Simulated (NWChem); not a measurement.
# ZrF4; SMILES [F][Zr]([F])([F])[F]

Results from NWChem. Geometry: optimised at PBE0/def2-SVP. def2 effective core potentials on Zr; no spin-orbit coupling. Level PBE0/def2-SVP: single points from the atomic guess with DIIS by default; each run changes one setting, and all converged runs end within 0.3 mHa of each other. cgmin counts macro-iterations, each dearer than a DIIS step.

Question: Which setting needs the most SCF iterations, or fails (level shift of 0.5 Ha throughout; DIIS on 20 Fock matrices; quadratically convergent solver (cgmin); occupation smearing of 0.005 Ha; defaults; no DIIS, 40 % damping)?

Answer: no DIIS, 40 % damping, with 26 against 7 for the defaults.
```json
[
 {"setting": "defaults", "SCF iterations": "7"},
 {"setting": "no DIIS, 40 % damping", "SCF iterations": "26"},
 {"setting": "DIIS on 20 Fock matrices", "SCF iterations": "7"},
 {"setting": "level shift of 0.5 Ha throughout", "SCF iterations": "13"},
 {"setting": "occupation smearing of 0.005 Ha", "SCF iterations": "7"},
 {"setting": "quadratically convergent solver (cgmin)", "SCF iterations": "5"}
]
```
